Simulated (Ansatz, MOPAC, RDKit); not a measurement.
Pair of molecules: SiH4 (SMILES [SiH4]) (first 5 atoms) with C2H6O (SMILES CCO); geometry from B3LYP-D3(BJ)/def2-TZVP, rigid monomers moved along the line of their centres of mass till Si1···O8 is 2.77 Å.
(charge 0, multiplicity 1):
```xyz
14

Si    -0.05351    -0.06743    -0.08312
H     -1.23489     0.19413     0.76714
H     -0.39872     0.31536    -1.47674
H      0.30813    -1.49903    -0.06646
H      1.08787     0.76882     0.34872
C      0.08792     1.29010     3.58427
C     -0.28409    -0.17613     3.45505
O      0.52552    -0.87008     2.50638
H     -0.57520     1.79376     4.29130
H      0.01339     1.79334     2.61966
H      1.11174     1.40368     3.95172
H     -0.23298    -0.67309     4.43120
H     -1.30533    -0.28038     3.08720
H      1.45074    -0.76367     2.75359
```

Counterpoise-corrected where a basis set is named; no monomer relaxation. RDKit's UFF carries no charges.

The state reached by PM7 isn't checked; PM7 holds dispersion and hydrogen-bond terms.

Programs: Ansatz (a program for electronic structure) with Gaussian orbitals; MOPAC for PM7 (differences of heats of formation); RDKit for the force fields. Each number belongs to the level named beside it.

Q: Predict the interaction energy from PM7.

A: 12 kJ/mol

Q: Estimate the interaction energy that PBE0/def2-TZVPPD returns for this input.

A: 0 kJ/mol

Q: Predict the interaction energy from UFF.

A: 24 kJ/mol
